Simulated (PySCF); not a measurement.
**Frontier levels across methods**

Compound: BH6NO3Si.
SMILES with atom numbers: `[NH2:1][SiH2:2][O:3][B:4]([OH:5])[OH:6]` (hydrogens: H7, H8 on N1; H9, H10 on Si2; H11 on O5; H12 on O6)

Cartesian coordinates in Å at the PBE0-D3(BJ)/def2-SVP level; atoms count from 1:
```
atom  x, y, z in Å
N1    -2.006    0.556    0.415
Si2   -1.172   -0.772   -0.282
O3     0.441   -0.933    0.181
B4     1.402    0.031    0.163
O5     1.081    1.305   -0.217
O6     2.688   -0.258    0.517
H7    -1.690    1.491    0.176
H8    -2.309    0.513    1.381
H9    -1.836   -2.022    0.174
H10   -1.192   -0.632   -1.764
H11    1.851    1.881   -0.207
H12    2.778   -1.187    0.750
```

Basis pcSseg-1 throughout (PySCF), one geometry. The structure is a single PBE0-D3(BJ)/def2-SVP conformer in the gas phase; no vibrational or solvent corrections.

How do the orbital energies, the gap and the dipole change with the method?

```csv
method,kind,HOMO (eV),LUMO (eV),gap (eV),μ (D),SCF cycles
BLYP,GGA,-5.96,0.08,6.05,1.41,14
OPBE,GGA,-6.11,0.34,6.45,1.40,14
B97-D,GGA,-6.12,0.22,6.34,1.38,14
PBE,GGA,-6.12,0.10,6.22,1.42,14
KT3,GGA,-6.22,-0.06,6.15,1.31,14
KT2,GGA,-6.23,-0.04,6.19,1.31,14
BP86,GGA,-6.24,0.14,6.37,1.41,14
LDA,LDA,-6.28,-0.08,6.20,1.44,14
B3LYP,global hybrid,-7.34,0.66,8.00,1.36,14
B97-2,global hybrid,-7.35,1.01,8.36,1.34,12
PBE0,global hybrid,-7.63,1.01,8.64,1.36,12
mPW1PW91,global hybrid,-7.67,0.98,8.65,1.34,12
BHandHLYP,global hybrid,-9.02,1.76,10.78,1.32,12
CAM-B3LYP,range-separated hybrid,-9.06,1.88,10.94,1.36,13
wB97X-D,range-separated hybrid,-9.58,2.85,12.43,1.34,14
LC-wPBE,range-separated hybrid,-10.53,3.27,13.80,1.36,14
HF,Hartree–Fock,-11.32,4.13,15.45,1.32,10
```

The HOMO spans 5.36 eV, from BLYP down to HF, and the gap runs from 6.05 eV (BLYP) to 15.45 eV (HF). Over the methods BLYP (0 %), OPBE (0 %), B97-D (0 %), PBE (0 %), KT3 (0 %), KT2 (0 %), BP86 (0 %), LDA (0 %), B3LYP (20 %), B97-2 (21 %), PBE0 (25 %), mPW1PW91 (25 %), BHandHLYP (50 %), HF (100 %), a straight line through the gap against the share of exact exchange rises by 0.92 eV for each 10 % (correlation coefficient 0.999). The dipole ranges from 1.31 D (KT3) to 1.44 D (LDA). This basis has no diffuse functions.
